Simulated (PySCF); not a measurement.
2,3-dihydro-1,4-oxaselenine (C4H6OSe), SMILES C1=C[Se]CCO1.

The structure is a stationary point at B3LYP-D3(BJ)/def2-SVP. The values are those of a single conformer.

Computed with TDDFT-PBE/def2-SVPD in PySCF.

Vertical excitations. Isolated molecule, no solvent.

### Question
Give excitation energies, oscillator strengths and character. (The exact figures need the calculation; the answer reports its results.)

### Answer

```json
[
 {"state": "S1", "energy (eV)": "3.81", "λ (nm)": "325", "f": "0.002", "main pairs": "HOMO→LUMO 97 %"},
 {"state": "S2", "energy (eV)": "4.56", "λ (nm)": "272", "f": "0.010", "main pairs": "HOMO→LUMO+2 72 %, HOMO→LUMO+1 16 %, HOMO→LUMO+3 11 %"},
 {"state": "S3", "energy (eV)": "4.61", "λ (nm)": "269", "f": "0.030", "main pairs": "HOMO→LUMO+1 60 %, HOMO→LUMO+2 26 %, HOMO→LUMO+3 10 %"},
 {"state": "S4", "energy (eV)": "5.11", "λ (nm)": "242", "f": "0.061", "main pairs": "HOMO→LUMO+3 58 %, HOMO→LUMO+4 18 %"},
 {"state": "S5", "energy (eV)": "5.25", "λ (nm)": "236", "f": "0.025", "main pairs": "HOMO→LUMO+4 79 %"},
 {"state": "S6", "energy (eV)": "5.52", "λ (nm)": "224", "f": "0.010", "main pairs": "HOMO→LUMO+5 78 %"},
 {"state": "S7", "energy (eV)": "5.62", "λ (nm)": "221", "f": "0.004", "main pairs": "HOMO−1→LUMO 67 %, HOMO→LUMO+6 31 %"},
 {"state": "S8", "energy (eV)": "5.73", "λ (nm)": "216", "f": "0.006", "main pairs": "HOMO→LUMO+6 60 %, HOMO−1→LUMO 26 %"},
 {"state": "S9", "energy (eV)": "6.04", "λ (nm)": "205", "f": "0.010", "main pairs": "HOMO→LUMO+7 93 %"},
 {"state": "S10", "energy (eV)": "6.30", "λ (nm)": "197", "f": "0.011", "main pairs": "HOMO→LUMO+8 97 %"},
 {"state": "T1", "energy (eV)": "3.43", "λ (nm)": "361", "f": "0", "main pairs": "HOMO→LUMO 93 %"},
 {"state": "T2", "energy (eV)": "3.74", "λ (nm)": "332", "f": "0", "main pairs": "HOMO→LUMO+1 90 %"},
 {"state": "T3", "energy (eV)": "4.37", "λ (nm)": "284", "f": "0", "main pairs": "HOMO→LUMO+2 92 %"},
 {"state": "T4", "energy (eV)": "4.69", "λ (nm)": "265", "f": "0", "main pairs": "HOMO→LUMO+3 88 %"}
]
```
Triplets are in the Tamm–Dancoff approximation, which puts them higher than full response would, so one can lie above its singlet here.
